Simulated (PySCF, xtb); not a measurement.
GaH₃, SMILES [GaH3].

GFN2-xTB in xtb at its own geometry gives an orbital gap of 5.69 eV and a dipole moment of 0.00 D.

Geometry optimised at r2SCAN-D4/def2-TZVPD. The isomer is the one that the SMILES or the coordinates give; other isomers of the formula were not compared.

### Question
What does ωB97X/def2-TZVPD in PySCF give? (Estimate from the structure and the level; the computed values follow.)

### Answer
gap 11.15 eV (levels -11.04 and 0.11 eV), dipole 0.00 D.
